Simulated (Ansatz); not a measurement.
Species: C$_{2}$H$_{6}$OSi, SMILES `C1[SiH2]CO1` (charge 0, multiplicity 1), formula C₂H₆OSi.

How many basis functions does frozen-core CCSD(T)/cc-pVTZ // B3LYP-D3(BJ)/def2-TZVP (Ansatz, a first-principles code) use, how many core orbitals are frozen, and how many electrons are correlated?

208 basis functions and 8 frozen orbitals, which leaves 24 correlated electrons. Core time is of the order of seconds.
